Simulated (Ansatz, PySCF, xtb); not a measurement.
Reaction (SMILES): O=CC=O + 2 C (CH4) → 2 C=O (CH2O) [formaldehyde] + CC (C2H6) [ethane]
Structures are relaxed separately at B3LYP-D3(BJ)/def2-TZVP in Ansatz (an electronic-structure program), one conformer each, not searched for the lowest. Unstable Hartree-Fock reference: O=CC=O.

Wanted: bond separation energy (0 K, with B3LYP-D3(BJ) harmonic zero-point energies from PySCF), in kJ/mol. Valence correlation only, unless marked. Spin-orbit coupling is left out. No relativistic terms. CBS(X,Y): correlation extrapolated as X^-3; Hartree-Fock from the larger set. The bracket is a focal-point correction in the basis named.

```csv
level,program,bond separation energy (kJ/mol)
GFN2-xTB,xtb,57.2
HF/cc-pVTZ,Ansatz,54.8
HF/cc-pwCVTZ,Ansatz,54.9
revPBE-D4/def2-TZVPD,Ansatz + dftd4,62.1
B3LYP-D4/def2-TZVPD,Ansatz + dftd4,61.9
B3LYP/def2-TZVPD,Ansatz,61.4
PBE0-D3(BJ)/def2-TZVP,Ansatz + dftd3,61.6
PBE0-D4/def2-TZVP,Ansatz + dftd4,61.9
BHLYP-D4/def2-TZVPD,Ansatz + dftd4,59.2
TPSSh/def2-TZVPD,PySCF,59.1
r2SCANh-D4/def2-TZVPD,Ansatz + dftd4,66.4
r2SCANh/def2-TZVPD,Ansatz,66.3
r2SCAN0-D4/def2-TZVPD,Ansatz + dftd4,63.9
CAM-B3LYP-D3(BJ)/def2-TZVPD,Ansatz + dftd3,61.7
LC-wPBE-D3(BJ)/def2-TZVPD,Ansatz + dftd3,59.3
B2PLYP/def2-TZVPD,Ansatz,61.5
RPA@PBE/cc-pVTZ,Ansatz,54.7
MP2/6-31G,Ansatz,67.1
CCSD(T)/cc-pVTZ,Ansatz,60.3
"RI-MP2/CBS(cc-pVTZ,cc-pVQZ)+[CCSD(T)-MP2]/cc-pVDZ",Ansatz,58.2
"RI-MP2/CBS(cc-pVTZ,cc-pVQZ)+[CCSD(T)-MP2]/cc-pVTZ",Ansatz,59.7
```
